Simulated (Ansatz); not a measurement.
Consider the substitution at a C–Ge bond: `O[CH]([SiH3])[GeH3]` + `N[SiH3]` → `OC([SiH3])N[SiH3]` + GeH₄.

Isolated molecules relaxed with PBE0-D4/def2-TZVP in Ansatz; ΔE leaves out vibrations. CCSD(T)/CBS is the MP2 limit (def2-TZVPP, def2-QZVPP) plus CCSD(T) − MP2 in def2-TZVPP, frozen cores. This one scheme is used for every species. DFT in def2-TZVPP. B3LYP here is the variant with VWN-RPA as its local correlation; programs differ in this. For Ge outer-core shells are correlated without core-valence functions, which leaves a few kJ/mol of doubt a bond. Scalar relativity is left out up to krypton. Each species was taken in one conformer, which may not be the lowest.

(1) Is it downhill or uphill in electronic energy at CCSD(T)/CBS, and by how much? (Best estimate.)

(2) What do these levels give: r2SCAN-D4, ωB97M-V, PBE0, B3LYP, SCS-MP2/def2-TZVPP, HF/CBS(def2)? (An estimate is asked.)

Largest T1 diagnostic among the species: 0.012.

Answers

(1) The calculation gave: Uphill: ΔE = +27.2 kJ/mol.

(2) Computed: r2SCAN-D4 20.2, ωB97M-V 20.6, PBE0 20.4, B3LYP 19.4, SCS-MP2/def2-TZVPP 24.4, HF/CBS(def2) 15.4 kJ/mol.

In def2-TZVPP, CCSD(T) changes the Hartree–Fock value by +6.8 kJ/mol (the triples alone add −0.1 kJ/mol) and MP2 by +10.8 kJ/mol.
